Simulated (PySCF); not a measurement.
Write Cartesian coordinates for `[H]/N=C(/C)CC(=C)CC#CC` as optimised with PBE0-D3(BJ)/def2-SVP.

```
atom  x, y, z in Å
C1    -0.8768   -1.3549    2.5579
C2    -0.3933   -0.7345    1.4778
C3     0.5201    0.4670    1.5972
C4     1.7516    0.3441    0.8208
C5     2.7601    0.2406    0.1555
C6     3.9781    0.1268   -0.6306
C7    -0.7384   -1.1610    0.0740
C8    -1.4348   -0.0488   -0.6915
C9    -2.8887    0.1452   -0.3798
N10   -0.8586    0.7252   -1.5198
H11   -0.6066   -1.0398    3.5698
H12   -1.5575   -2.2058    2.4649
H13    0.7592    0.6459    2.6575
H14   -0.0222    1.3632    1.2421
H15    4.6751   -0.6004   -0.1852
H16    3.7612   -0.2032   -1.6589
H17    4.4987    1.0952   -0.6954
H18    0.1910   -1.4291   -0.4556
H19   -1.3812   -2.0538    0.1105
H20   -3.2703    1.0299   -0.9041
H21   -3.0383    0.2604    0.7060
H22   -3.4696   -0.7396   -0.6886
H23    0.1316    0.4695   -1.6080
```

Any rigid rotation of these coordinates is as good. Atoms count from 1 in this order. Of the pairs four or more bonds apart, H18···H23 is among the closest relative to their van der Waals radii: 2.22 Å, 93 % of the sum of Bondi's values. The C–C distances run from 1.213 Å (C4≡C5, drawn triple) to 1.519 Å (C7–C8, drawn single), a spread of 0.306 Å.

Bonds between heavy atoms (Å): C1=C2 1.336, C2–C3 1.514, C3–C4 1.461, C4≡C5 1.213, C5–C6 1.454, C2–C7 1.507, C7–C8 1.519, C8–C9 1.500, C8=N10 1.272.

The calculation used PBE0-D3(BJ)/def2-SVP geometry optimisation, gas phase in PySCF 2.14.0.

Point group: C1 (no symmetry element, even within 0.4 Å). Not checked by PBE0-D3(BJ)/def2-SVP frequencies. One conformer, not necessarily the lowest (C1–C2–C3–C4 129°, C1–C2–C7–C8 119°, C2–C7–C8–C9 -78°).

Cost: about 7 min of CPU time on one thread; the machine was shared, so the figure is rough. That covers the optimisation of the geometry.
